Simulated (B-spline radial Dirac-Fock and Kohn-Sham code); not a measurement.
# The M5 (3d5/2) hole of rubidium ions: width and yield against charge

Calculated with a radial finite-basis atomic code, using one-electron (LDA, Dirac) transition rates at Dirac-Fock energies. Tabulated ground configurations, configuration averages; single configurations, so decays that open only by mixing (as 1s 2s² with 1s 2p² in Be-like ions) are missing and such tiny yields are far too low.

| ion | configuration | radiative (eV) | non-radiative (eV) | yield |
| --- | --- | --- | --- | --- |
| Rb | [Kr] 5s1 | 9.80e-06 | 0.0751 | 0.000131 |
| Rb⁺ | [Ar] 3d10 4s2 4p6 | 9.97e-06 | 0.0773 | 0.000129 |
| Rb²⁺ | [Ar] 3d10 4s2 4p5 | 9.26e-06 | 0.0663 | 0.000140 |
| Rb³⁺ | [Ar] 3d10 4s2 4p4 | 8.23e-06 | 0.0442 | 0.000186 |
| Rb⁴⁺ | [Ar] 3d10 4s2 4p3 | 6.85e-06 | 0.0318 | 0.000215 |
| Rb⁵⁺ | [Ar] 3d10 4s2 4p2 | 5.06e-06 | 0.000869 | 0.00579 |
| Rb⁶⁺ | [Ar] 3d10 4s2 4p1 | 2.80e-06 | 0 | 1.00 |
